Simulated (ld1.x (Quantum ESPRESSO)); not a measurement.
# An all-electron radial function and its pseudo partner (Si (Z = 14))

Columns: radius, all-electron u(r) and pseudo u(r) of the 3p shell (level -11.67 eV) of silicon in the configuration [Ne] 3s2 3p1; PBE, non-relativistic, TM scheme, ld1.x (Quantum ESPRESSO) 7.5.

| r (bohr) | all-electron | pseudo |
| --- | --- | --- |
| 0.105 | 0.1230 | -0.0046 |
| 0.210 | 0.2529 | -0.0183 |
| 0.315 | 0.2953 | -0.0409 |
| 0.420 | 0.2639 | -0.0717 |
| 0.525 | 0.1867 | -0.1100 |
| 0.630 | 0.0864 | -0.1550 |
| 0.735 | -0.0221 | -0.2056 |
| 0.840 | -0.1294 | -0.2602 |
| 0.945 | -0.2300 | -0.3175 |
| 1.050 | -0.3211 | -0.3757 |
| 1.155 | -0.4011 | -0.4328 |
| 1.260 | -0.4701 | -0.4870 |
| 1.365 | -0.5284 | -0.5363 |
| 1.470 | -0.5762 | -0.5794 |
| 1.575 | -0.6140 | -0.6150 |
| 1.680 | -0.6424 | -0.6426 |
| 1.785 | -0.6620 | -0.6621 |
| 1.890 | -0.6739 | -0.6739 |
| 1.995 | -0.6788 | -0.6788 |
| 2.100 | -0.6777 | -0.6777 |
| 2.205 | -0.6713 | -0.6713 |
| 2.310 | -0.6606 | -0.6606 |
| 2.415 | -0.6463 | -0.6463 |
| 2.520 | -0.6291 | -0.6291 |
| 2.625 | -0.6095 | -0.6095 |
| 2.730 | -0.5882 | -0.5882 |

**Question.** How many radial nodes do the two functions have?

**Answer.** The all-electron 3p function has n − l − 1 = 1; the pseudo-wave has 0, since the states of the same l below it are removed with the core.

**Question.** At about which radius was the pseudo-wave matched?

**Answer.** 2.10 bohr. The columns agree to 0.0005 from 1.68 bohr on; several derivatives are matched, so the curves merge somewhat inside the radius.

**Question.** Is the pseudo-wave norm-conserving?

**Answer.** Yes: the TM scheme keeps the norm inside the radius equal to the all-electron one, which fixes the energy derivative of the logarithmic derivative at the level.
